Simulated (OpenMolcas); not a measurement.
Exact exchange and the vertical energy of the triplet above the singlet of CHClInNO

The species is CHClInNO (6 atoms), meant as a singlet with charge 0. SMILES: `O=C=[N][InH][Cl]`. The coordinates come from a PBE0-D4/def2-TZVP relaxation. This is one conformer, not always the lowest.

The vertical energy of the triplet above the singlet y, in eV, basis def2-SVP with a core potential; a is the functional's share of exact exchange. Programs: OpenMolcas 26.06.

```
functional     program     a  y (eV)
       PBE  OpenMolcas     0    4.85
      TPSS  OpenMolcas     0    4.94
     B3LYP  OpenMolcas   0.2    5.24
      PBE0  OpenMolcas  0.25       ?
     BHLYP  OpenMolcas   0.5    5.60
```

**Question.** Fit y = c + s·a to the known rows and predict PBE0.

**Answer.** 
1. Means of the 4 rows: a = 0.1750, y = 5.157.
2. Σ(Δa)² = 0.1675, Σ(Δa·Δy) = 0.23775, so the slope is 0.23775/0.1675 = 1.4194.
3. Intercept: 5.157 − (1.4194) × 0.1750 = 4.909. The largest residual of the fit is 0.059.
4. PBE0: 4.909 + (1.4194) × 0.25 = 5.26 eV.

The run gave 5.36 eV, so the prediction is off by -0.10 eV, more than the largest residual. The rows mix families of semi-local functionals, which the line can't see. Spin-orbit coupling is left out.
